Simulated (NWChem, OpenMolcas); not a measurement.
## Exact exchange and the HOMO–LUMO gap of Cu2

The species is Cu2 (2 atoms), meant as a singlet with charge 0. As SMILES, `[Cu][Cu]`. The bond length is the measured one.

The HOMO–LUMO gap y, in eV, basis def2-SVPD; a is the functional's share of exact exchange. Programs: NWChem 7.3.0, OpenMolcas 26.06.

| functional | program | a | y (eV) |
| --- | --- | --- | --- |
| PBE | NWChem | 0 | 1.36 |
| revPBE | NWChem | 0 | 1.38 |
| B3LYP | OpenMolcas | 0.2 | 3.17 |
| PBE0 | NWChem | 0.25 | ? |
| BHLYP | OpenMolcas | 0.5 | 4.67 |

Fit y = c + s·a to the known rows and predict PBE0.


1. Means of the 4 rows: a = 0.1750, y = 2.645.
2. Σ(Δa)² = 0.1675, Σ(Δa·Δy) = 1.1175, so the slope is 1.1175/0.1675 = 6.6716.
3. Intercept: 2.645 − (6.6716) × 0.1750 = 1.477. The largest residual of the fit is 0.36.
4. PBE0: 1.477 + (6.6716) × 0.25 = 3.14 eV.

The run gave 3.53 eV, so the prediction is off by -0.39 eV, about the scatter of the fit. Exact exchange lowers occupied levels and raises empty ones.
